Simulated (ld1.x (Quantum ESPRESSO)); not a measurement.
## Which change was made? (Ni, TM)

Ni (Z = 28), norm-conserving Troullier–Martins (Kleinman–Bylander form), made with ld1.x (Quantum ESPRESSO) 7.5 (BLYP, scalar-relativistic). Core [Ar], reference 3d7 4s0 4p0 (charge +3). Waves: 4s (bound, empty): rc 1.80 bohr; 4p (bound, empty): rc 2.15 bohr; 3d (bound): rc 1.45 bohr. Local part: the d channel. Core correction: Bessel-smoothed model core inside 1.10 bohr.

Cutoffs, loose and tight: the cutoffs (Ry, on a coarse ladder) from which the occupation-weighted sum of valence levels, in a spherical-Bessel basis at the reference potential, stays within 10 and 1 mRy of its value at 400 Ry. They do not see the model core or the augmentation charge, which bear on the density cutoff. Test errors are all-electron minus pseudo excitation energies from the reference, over the configurations 3d8 4s2 4p0; 3d8 4s1 4p0; 3d8 4s0 4p0; 3d9 4s1 4p0; 3d8 4s0 4p1; 3d6 4s0 4p0; 3d8 4s1.5 4p0; variants that change the core or the reference have their own tests. The largest error is taken over the tests solved by every variant that gives reliable tests at all, those not shown here included: 3d6 4s0 4p0; 3d8 4s0 4p0; 3d8 4s1 4p0; 3d8 4s1.5 4p0; 3d8 4s2 4p0.

The base gives: outcome: generated; cutoff, loose: 140 Ry; cutoff, tight: 230 Ry; bound ghosts: s, p; largest test error (meV): -389.

(1) After one change the result is: outcome: generated; cutoff, loose: 110 Ry; cutoff, tight: 200 Ry; bound ghosts: s, p; largest test error (meV): -359. Which change was it?
A. wave 3d (bound): rc 1.45 bohr becomes 3d (bound): rc 0.92 bohr
B. wave 3d (bound): rc 1.45 bohr becomes 3d (bound): rc 1.18 bohr
C. wave 3d (bound): rc 1.45 bohr becomes 3d (bound): rc 1.56 bohr
D. wave 3d (bound): rc 1.45 bohr becomes 3d (bound): rc 1.92 bohr

Answers

(1) C. The others give: wave 3d (bound): rc 1.45 bohr becomes 3d (bound): rc 1.18 bohr → outcome: generated; cutoff, loose: 180 Ry; cutoff, tight: 300 Ry; bound ghosts: s, p; largest test error (meV): -415 | wave 3d (bound): rc 1.45 bohr becomes 3d (bound): rc 1.92 bohr → outcome: generated; cutoff, loose: 90 Ry; cutoff, tight: 140 Ry; bound ghosts: s, p; largest test error (meV): -284 | wave 3d (bound): rc 1.45 bohr becomes 3d (bound): rc 0.92 bohr → outcome: generated; cutoff, loose: 230 Ry; cutoff, tight: over 300 Ry; bound ghosts: s, p; largest test error (meV): -409.
